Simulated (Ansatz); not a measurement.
Z-matrix (Å, degrees):
```
Sn
F 1 1.882
F 1 1.882 2 107.2
Cl 1 2.261 2 111.6 3 122.6
F 1 1.882 2 107.2 3 -114.8
```

Total charge 0; spin multiplicity 1. Sn: def2 effective core potential.

Task: List the r2SCAN/def2-TZVPP orbital energies in eV (Ansatz 0.2.0). (An estimate is asked.)

Result: Ansatz gave: Occupied: -2754.76, -666.58, -666.58, -666.58, -256.13, -194.70, -194.51, -194.51, -139.76, -94.62, -94.59, -94.59, -31.79, -31.79, -31.44, -28.98, -28.96, -28.96, -28.10, -28.10, -22.38, -14.58, -12.02, -12.01, -11.84, -10.74, -10.74, -10.60, -10.60, -10.52, -10.45, -9.51, -9.51. Lowest empty: -4.16, -0.35, -0.35, 0.39, 2.41, 3.13, 3.13, 4.13.
